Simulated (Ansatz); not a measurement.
Isomers of Sn2S4 (singlet), relaxed with PBE-D4/def2-SVP; total energies from Ansatz at PBE0-D4/def2-TZVP.

```csv
isomer,description,energy (Eh)
A,point group not assigned; 5 × S–Sn 2.43 to 2.75 Å; 2 × S–S 2.10 to 2.11 Å,-2021.07736
B,point group C2; 6 × S–Sn 2.50 to 2.75 Å; 2 × S–S 2.10 to 2.18 Å,-2021.07717
C,point group Ci; 6 × S–Sn 2.56 to 2.68 Å; 2 × S–S 2.15 Å,-2021.08008
```

In the def2 sets Sn takes a core potential; there is no spin–orbit coupling.

The isomers come from a short search, and lower ones may exist.

Work out the relative energies (1 Eh = 2625.5 kJ/mol) and the Boltzmann populations at 298 K from electronic energies alone (R = 8.314 J/mol/K).

ΔE: A 7.1, B 7.6, C 0.0 kJ/mol. RT = 2.48 kJ/mol. Factors exp(−ΔE/RT): A 0.0571, B 0.0467, C 1; sum 1.104. Populations: A 5.2 %, B 4.2 %, C 90.6 %. Zero-point energy, vibrational entropy and symmetry numbers are left out and can shift these; an error of 4 kJ/mol changes a ratio by a factor of 5.0. Over the other density-functional and correlated levels in def2 sets, the gap between C and A ranges from 3 to 12 kJ/mol.
